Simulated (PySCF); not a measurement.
**Broadened absorption spectrum of GeH2Me(pyrrolidide)**

Species: GeH2Me(pyrrolidide), C₅H₁₃GeN.
Bonds: Ge1–C4, Ge1–N8, N8–C9, N8–C12, C9–C10, C10–C11, C11–C12. Hydrogens: H2, H3 on Ge1; H5, H6, H7 on C4; H13, H14 on C9; H15, H16 on C10; H17, H18 on C11; H19, H20 on C12.

The calculation used PySCF 2.14.0, density-fitted response routines, TDDFT B3LYP/def2-SVPD, vertical, gas phase, core orbitals frozen in the response. One conformer (not necessarily the lowest) at the PBE0-D3(BJ)/def2-SVP geometry, without solvent, vibrations or thermal averaging. Relativistic effects, spin–orbit coupling among them, are left out although an element past zinc is present.

Each state is given a Gaussian of 0.25 eV full width at half maximum, with ε(max) = 2.175×10⁸ f / Δν̃ (Δν̃ the width in cm⁻¹). The width is an assumption, not a result. The curve ends short of the highest state used, and states not computed would add to its high-energy end.

```tsv
λ (nm)	ε (L mol⁻¹ cm⁻¹)
166.8	2578
168.6	1555
170.3	794
172.0	1026
173.7	2340
175.5	4057
177.2	4800
178.9	4710
180.6	4817
182.4	5538
184.1	6296
185.8	6587
187.5	5985
189.3	4356
191.0	2547
192.7	1202
194.4	544
196.2	423
197.9	617
199.6	920
201.3	1171
203.1	1249
204.8	1140
206.5	983
208.2	956
210.0	1158
211.7	1468
213.4	1683
215.1	1654
216.9	1372
218.6	1025
220.3	756
222.0	626
223.8	599
225.5	594
227.2	558
228.9	493
230.7	453
232.4	526
234.1	775
235.8	1219
237.6	1841
239.3	2434
241.0	2860
242.7	2991
244.5	2774
246.2	2310
247.9	1734
249.6	1178
251.4	705
253.1	395
254.8	203
256.5	96
258.3	40
260.0	16
261.7	6
```

Question: Where are the band maxima, and which computed states make them?

Answer: 242 nm (5.11 eV), ε about 3000, made up of S1 (100%); 224 nm (5.52 eV), ε about 600, made up of S2 (88%) and S3 (12%) (hardly more than a shoulder); 214 nm (5.79 eV), ε about 1700, made up of S3 (98%); 203 nm (6.11 eV), ε about 1300, made up of S4 (71%) and S5 (28%); 186 nm (6.68 eV), ε about 6600, made up of S7 (64%) and S8 (33%); 178 nm (6.98 eV), ε about 4800, made up of S8 (15%), S9 (11%) and S10 (74%) (hardly more than a shoulder) (ε in L mol⁻¹ cm⁻¹; maxima over ε = 5, shares over 10%). At its high-energy end, 7.43 eV, the curve is still rising (ε about 2600, from S11). The states used: S1 5.11 eV (f 0.028); S2 5.49 eV (f 0.0051); S3 5.79 eV (f 0.016); S4 6.09 eV (f 0.0085); S5 6.19 eV (f 0.0042); S6 6.54 eV (f 0.0034); S7 6.63 eV (f 0.044); S8 6.79 eV (f 0.034); S9 6.98 eV (f 0.0048); S10 7.02 eV (f 0.036); S11 7.46 eV (f 0.022); S12 7.52 eV (f 0.0029); S13 7.73 eV (f 0.023); S14 7.89 eV (f 0.014); S15 8.03 eV (f 0.0065).

Question: Coming from long wavelengths, where does ε first pass 100 L mol⁻¹ cm⁻¹?

Answer: At about 256 nm (4.84 eV), 0.28 eV below S1.

Question: On this curve, what absorbance would a 10⁻³ mol/L sample give at 193 nm over a 1 cm path?

Answer: 193 nm is 6.424 eV, where ε is about 1000 L mol⁻¹ cm⁻¹, so A = ε c l ≈ 1 (Beer–Lambert, with the gas-phase spectrum and the assumed width).

Question: What would ε be at 6.68 eV, the highest of these maxima, with half the width (0.125 eV)?

Answer: About 6680 L mol⁻¹ cm⁻¹ against 6590, a factor of about 1.0; a lone state at its own centre would give exactly 2.

Without π bonds the low states are Rydberg-like; a valence basis with one diffuse set may place them up to an eV too high.
